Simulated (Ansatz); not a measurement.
```yaml
atoms:
  - { symbol: C, position_ang: [0.0000, 0.7050, 0.0000] }
  - { symbol: C, position_ang: [-1.2211, 1.4100, 0.0000] }
  - { symbol: C, position_ang: [-2.4422, 0.7050, 0.0000] }
  - { symbol: C, position_ang: [-2.4422, -0.7050, 0.0000] }
  - { symbol: C, position_ang: [-1.2211, -1.4100, 0.0000] }
  - { symbol: C, position_ang: [0.0000, -0.7050, 0.0000] }
  - { symbol: C, position_ang: [1.4100, 0.7050, 0.0000] }
  - { symbol: C, position_ang: [1.4100, -0.7050, 0.0000] }
  - { symbol: C, position_ang: [2.6311, 1.4100, 0.0000] }
  - { symbol: C, position_ang: [3.8522, 0.7050, 0.0000] }
  - { symbol: C, position_ang: [3.8522, -0.7050, 0.0000] }
  - { symbol: C, position_ang: [2.6311, -1.4100, 0.0000] }
  - { symbol: H, position_ang: [-1.2211, 2.4950, 0.0000] }
  - { symbol: H, position_ang: [-3.3818, 1.2475, 0.0000] }
  - { symbol: H, position_ang: [-3.3818, -1.2475, 0.0000] }
  - { symbol: H, position_ang: [-1.2211, -2.4950, 0.0000] }
  - { symbol: H, position_ang: [2.6311, 2.4950, 0.0000] }
  - { symbol: H, position_ang: [4.7918, 1.2475, 0.0000] }
  - { symbol: H, position_ang: [4.7918, -1.2475, 0.0000] }
  - { symbol: H, position_ang: [2.6311, -2.4950, 0.0000] }
```

Basis set: def2-SVP. Charge 0. Computed with Ansatz (development build ahead of 0.2.0); the lowest solution found for each multiplicity.

Q: How do the multiplicities compare at this shape? Give, from the lowest of each method, PBE0 (restricted) for 1, 3; PBE0 (unrestricted) for 1, 3; HF (unrestricted) for 1, 3; HF (restricted) for 1, 3.

A:

```
            method  multiplicity  E (eV)  <S²>
  PBE0, restricted             1   0.000  0.00
  PBE0, restricted             3   1.980  2.00
PBE0, unrestricted             1   0.000  0.00
PBE0, unrestricted             3   1.900  2.02
  HF, unrestricted             1   0.000  1.79
  HF, unrestricted             3   2.464  2.67
    HF, restricted             1   0.000  0.00
    HF, restricted             3   2.083  2.00
```

Caution for HF, unrestricted: the unrestricted determinant is a mixture of spin states. Caution for HF, restricted: an unrestricted determinant lies well below.
